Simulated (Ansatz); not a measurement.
A nudged elastic band was laid between two geometries of CH5AsO (8 atoms, charge 0, multiplicity 1).

Computed with Ansatz, RKS revPBE-D4/def2-SVP.

```json
{
 "movable images": "7",
 "climbing image": "yes",
 "spring": "20.0 eV/Å²",
 "optimiser": "quadratic models (default)",
 "start path": "IDPP",
 "force threshold": "0.05 eV/Å",
 "iteration limit": "60",
 "end points": "relaxed"
}
```

First end point:

```xyz
8
Properties=species:S:1:pos:R:3
O -1.445 0.673 -0.435
C -0.151 0.660 0.130
As 1.052 -0.682 -0.821
H -1.867 -0.177 -0.209
H -0.145 0.461 1.226
H 0.293 1.662 -0.036
H 0.272 -1.886 -0.240
H 2.083 -0.769 0.329
```

Last end point:

```xyz
8
Properties=species:S:1:pos:R:3
O -1.051 0.556 -0.797
C -0.184 0.676 0.305
As 1.305 -0.696 0.435
H -1.459 -0.328 -0.748
H -0.707 0.647 1.292
H 0.313 1.665 0.229
H 0.321 -1.883 0.314
H 1.556 -0.693 -1.085
```

Task: Which bonds break or form, and what moves?

Result: No bond is made or broken. The height of As3 over the plane of its neighbours goes from -0.92 to 0.92 Å.

Task: Give the energies along the band, and the barrier.

Result: The forces met the threshold. The highest image is number 4 of 0 to 8, 154.8 kJ/mol above the first end and 160.2 kJ/mol above the last; the last end lies 5.4 kJ/mol below the first. Neighbouring images differ by up to 1.5 eV, so the band resolves the path poorly. Another band between the same ends (7 images) ends at a top of the same energy, where a vibrational analysis finds 1 clearly imaginary mode.

```
image  path coordinate (Å)  energy (kJ/mol)  height of As3 over the plane of its neighbours (Å)
    0                 0.00              0.0                                               -0.92
    1                 0.82              2.8                                               -0.91
    2                 1.63              5.2                                               -0.90
    3                 2.45              9.7                                               -0.78
    4                 3.26            154.8                                                0.01
    5                 3.65             77.8                                                0.44
    6                 4.04             14.5                                                0.76
    7                 4.43             -1.9                                                0.88
    8                 4.83             -5.4                                                0.92
```

Task: What is the geometry of the highest image?

Result: 
```xyz
8
Properties=species:S:1:pos:R:3:forces:R:3
O -1.101 1.059 -0.788 -0.01 0.02 -0.02
C -0.332 0.653 0.305 0.00 -0.01 0.01
As 0.912 -0.857 -0.001 0.00 -0.01 0.00
H -1.524 0.256 -1.153 0.00 -0.01 0.00
H -0.916 0.277 1.181 0.00 0.00 0.00
H 0.267 1.523 0.635 0.00 0.00 0.00
H 0.643 -2.196 0.611 0.00 0.00 0.00
H 2.143 -0.771 -0.848 0.00 0.00 0.00
```

The run took 3.1 min on 1 thread of Intel(R) Xeon(R) Platinum 8488C (Sapphire Rapids), with other jobs on the host, peak memory 0.26 GiB.
